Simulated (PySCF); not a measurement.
# 33S chemical shifts

Theoretical values (PySCF 2.14.0 with density-fitted response routines): GIAO PBE0/pcSseg-1 shieldings, GFN2-xTB structure. No relativistic terms, equivalent nuclei averaged, isolated molecule, one conformer.

Shieldings were converted by a linear fit to measured shifts: 33S: δ = 158.28 − 0.937σ (rms 33.3 ppm, 20 shifts vs sulfate, solution or neat liquid). Occasional misses reach two or three times the rms, and more in compound classes unlike the fitted ones.

**Question.** Give the 33S shifts of `OCc1cccs1`, `Cc1csc(S(=O)(=O)Cl)c1C`, `SCc1ccco1`.

**Answer.** 
```
                                                                 compound               environment  δ (ppm)
                                                                OCc1cccs1      aromatic ring sulfur     -104
[CH3:1][c:2]1[cH:3][s:4][c:5]([S:6](=[O:7])(=[O:8])[Cl:9])[c:10]1[CH3:11]       S6: sulfonyl sulfur      -20
[CH3:1][c:2]1[cH:3][s:4][c:5]([S:6](=[O:7])(=[O:8])[Cl:9])[c:10]1[CH3:11]  S4: aromatic ring sulfur     -103
                                                                SCc1ccco1              thiol sulfur     -342
```

**Question.** Match the shifts -4, -84, -244, -346 ppm to `CC(C)=Pc1ccsc1`, `CSc1ccoc1`, `CSc1ccc(C)cp1`, `C#CC(=C)[S@@](C)=O`.

**Answer.** -4: C#CC(=C)[S@@](C)=O (sulfoxide sulfur); -84: CC(C)=Pc1ccsc1 (aromatic ring sulfur); -244: CSc1ccc(C)cp1 (sulfide sulfur); -346: CSc1ccoc1 (sulfide sulfur).
